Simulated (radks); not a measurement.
Excited configurations of Fe3+: one electron is placed in a higher orbital outside [Ar] 3d4. The ground configuration is [Ar] 3d5. All-electron calculation, non-relativistic Kohn-Sham, PBE, spin-polarised, spherical densities, point nucleus; open shells are filled with parallel spins first. Program: a radial shooting solver on a logarithmic mesh with Libxc functionals. Excitation = E - E(ground); binding = E(ion) - E, where the ion is the core of charge +4; n* = 4/sqrt(2 binding) in atomic units, and the quantum defect is n - n*.

outer orbital  excitation (eV)  binding (eV)     n*  quantum defect  <r> (bohr)
4s                      15.982        39.384  2.351           1.649       2.178
4p                      23.463        31.903  2.612           1.388       2.449
4f                      41.139        14.227  3.912           0.088       4.243
5d                      42.621        12.745  4.133           0.867       5.884
6s                      43.610        11.756  4.303           1.697       7.144
6p                      44.887        10.479  4.558           1.442       7.796
6d                      46.943         8.423  5.084           0.916       9.273
6f                      48.697         6.669  5.714           0.286       11.09
7p                      48.208         7.158  5.515           1.485       11.53
7d                      49.385         5.981  6.033           0.967       13.37
7f                      50.435         4.931  6.645           0.355       15.60

The Delta-SCF ionisation energy is 55.366 eV (NIST Atomic Spectra Database: 54.91 eV, measured). Self-interaction in the functional shifts the binding energies and quantum defects, so they are the method's values and not measured ones. Open shells are spherical and high-spin; term and fine-structure splittings are not resolved.
